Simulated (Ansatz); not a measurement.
Zr₄O₈. The state is a singlet with charge 0. Geometry PBE-D4/def2-SVP.

Cartesian coordinates in Å:
```
Zr 0.021 0.495 0.655
Zr -2.214 -1.763 -0.110
Zr 0.415 3.404 1.303
Zr 0.554 -2.113 -1.318
O 1.968 4.078 0.778
O 1.278 -2.693 -2.843
O 1.378 -0.683 -0.136
O -1.185 -0.837 -1.412
O -1.622 -0.613 1.299
O -0.961 -3.166 -0.198
O -0.345 2.274 -0.153
O 0.713 1.616 2.134
```

In the def2 sets Zr takes a core potential; there is no spin–orbit coupling. No other spin state of charge 0 was run. Another isomer (singlet) lies 0.76 eV lower at PBE0-D4/def2-TZVP; other spin states weren't run for this one.

Question: Estimate the orbital energies around the gap (eV) in Ansatz with PBE-D4/def2-TZVP, r2SCAN-D4/def2-TZVP, PBE0-D4/def2-TZVP.

Answer: 
| orbital | PBE-D4/def2-TZVP | r2SCAN-D4/def2-TZVP | PBE0-D4/def2-TZVP |
| --- | --- | --- | --- |
| HOMO−9 | -7.46 | -7.75 | -8.96 |
| HOMO−8 | -7.42 | -7.69 | -8.88 |
| HOMO−7 | -7.29 | -7.57 | -8.75 |
| HOMO−6 | -7.06 | -7.34 | -8.50 |
| HOMO−5 | -6.72 | -6.92 | -8.08 |
| HOMO−4 | -6.27 | -6.50 | -7.66 |
| HOMO−3 | -6.20 | -6.45 | -7.65 |
| HOMO−2 | -6.13 | -6.33 | -7.46 |
| HOMO−1 | -5.91 | -6.13 | -7.32 |
| HOMO | -5.71 | -5.93 | -7.11 |
| LUMO | -3.88 | -3.53 | -3.32 |
| LUMO+1 | -3.14 | -2.73 | -2.51 |
| LUMO+2 | -2.56 | -2.33 | -1.83 |
| LUMO+3 | -2.29 | -2.01 | -1.51 |
| LUMO+4 | -2.20 | -1.93 | -1.47 |
| LUMO+5 | -1.96 | -1.69 | -1.17 |
